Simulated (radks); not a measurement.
The numbers below are computed, except where a source is named.
Question: Hf33+, configuration [Kr] 4d3. Level of theory: Dirac Kohn-Sham, BLYP, spin-unpolarised, spherical densities, finite nucleus; open shells fill j = l - 1/2 first; Fermi nuclear charge, rms radius 5.347 fm (a radial shooting solver on a logarithmic mesh with Libxc functionals). Some entries of the table are withheld. Estimate them.

orbital  occ.  eigenvalue (eV)  <1/r> (bohr^-1)
1s1/2       2        -66498.56            83.78
2s1/2       2        -12460.29            20.31
2p1/2       2        -11962.49            20.28
2p3/2       4        -10770.31            17.23
3s1/2       2        -3826.901            7.519
3p1/2       2              (1)            7.435
3p3/2       4              (2)            6.653
3d3/2       4        -2982.023            6.536
3d5/2       6        -2924.906            6.349
4s1/2       2        -1659.670            3.491
4p1/2       2              (3)            3.417
4p3/2       4              (4)            3.159
4d3/2       3        -1338.815            3.034
4d5/2       0        -1322.351            2.974

Answer: 
(1) 3p1/2 eigenvalue (eV): -3608.603
(2) 3p3/2 eigenvalue (eV): -3347.968
(3) 4p1/2 eigenvalue (eV): -1567.182
(4) 4p3/2 eigenvalue (eV): -1489.622
